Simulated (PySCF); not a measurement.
# Pauling's electronegativity from computed bond energies: partners of Cs

PBE in PySCF with def2-SVPD on every atom (core potentials on Rb, Cs), for the lowest determinant that a PBE0 search found; no spin–orbit coupling. De of Cs2 is 0.48 eV.

```json
{"B": "H", "De(B₂) (eV)": "4.45", "De(CsB) (eV)": "1.65"}
{"B": "F", "De(B₂) (eV)": "2.19", "De(CsB) (eV)": "5.25"}
{"B": "Na", "De(B₂) (eV)": "0.80", "De(CsB) (eV)": "0.65"}
{"B": "Cl", "De(B₂) (eV)": "2.52", "De(CsB) (eV)": "4.40"}
{"B": "Li", "De(B₂) (eV)": "0.89", "De(CsB) (eV)": "0.66"}
{"B": "Rb", "De(B₂) (eV)": "0.53", "De(CsB) (eV)": "0.51"}
```

Problem. With Δ = De(CsB) − [De(Cs₂) + De(B₂)]/2, give Δ and the electronegativity difference √(Δ/eV).

Solution. 

```
 B  Δ (eV)            √Δ
 H   -0.81  none (Δ < 0)
 F    3.92          1.98
Na    0.01          0.10
Cl    2.90          1.70
Li   -0.03  none (Δ < 0)
Rb    0.01          0.07
```

The rule was made for single bonds and measured bond energies; here it is fed with computed well depths. With the arithmetic mean Δ turns negative when the two homonuclear bonds differ much, as for alkali hydrides.

Closed-shell solutions of metal pairs were not tested for spin polarisation, which can lower them a little. Weak bonds: Cs2. Basis-set superposition, not corrected here, can be much of De in a small basis, most of all at correlated wavefunction levels. Functionals without a dispersion term scatter widely for such bonds, and LDA overbinds them. Spin–orbit coupling is left out, which matters for elements this heavy, above all for dissociation energies.
